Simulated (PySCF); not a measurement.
Computed properties of methyl 2,2-dimethylpropanoate (C6H12O2), SMILES COC(=O)C(C)(C)C

methyl 2,2-dimethylpropanoate (C₆H₁₂O₂), SMILES CC(C)(C(=O)OC)C. Geometry: r2SCAN-D4/def2-SVP. One conformer was computed; it need not be the lowest. All values are computed for the isolated molecule unless a solvent is named; none is compared with measurement here.

**Structure.** All 54 harmonic modes at r2SCAN-D4/def2-SVP (PySCF) are real, so it is a minimum. With heavy atoms numbered as in [CH3:1][O:2][C:3](=[O:4])[C:5]([CH3:6])([CH3:7])[CH3:8], the shortest bond between them is C3–O4 at 1.209 Å and the longest C5–C6 at 1.538 Å.

**Vibrations.** The strongest infrared lines (harmonic, unscaled, degenerate partners summed) lie at 1824 cm⁻¹ (212 km/mol, C 64 %, O 35 %), 1208 cm⁻¹ (189 km/mol, H 39 %, C 33 %, O 28 %), 1181 cm⁻¹ (137 km/mol, C 45 %, H 43 %, O 12 %). The softest mode is at 38 cm⁻¹ and the zero-point energy is 109.0 kcal/mol.

**Electronic structure.** M06-2X/def2-SVP (PySCF) places the frontier levels at -9.28 and 1.59 eV, a gap of 10.87 eV, and gives a dipole moment of 1.71 D and a mean polarisability of 70.0 bohr³.

**Excitations.** TDDFT-B3LYP/def2-SVP (PySCF) has S1 at 5.77 eV (215 nm, f = 0.003, weak); the most intense of the 10 singlets computed lies at 8.01 eV (f = 0.08). T1 (TDA) is at 5.22 eV. No vertical singlet excitation falls in the visible range (under 3.1 eV).

**NMR.** GIAO shifts at PBE0/pcSseg-1 (PySCF) (non-relativistic, atoms alike by connectivity averaged): ¹³C from 31.0 to 187.4 ppm against TMS; ¹H from 1.5 to 3.9 ppm against TMS.
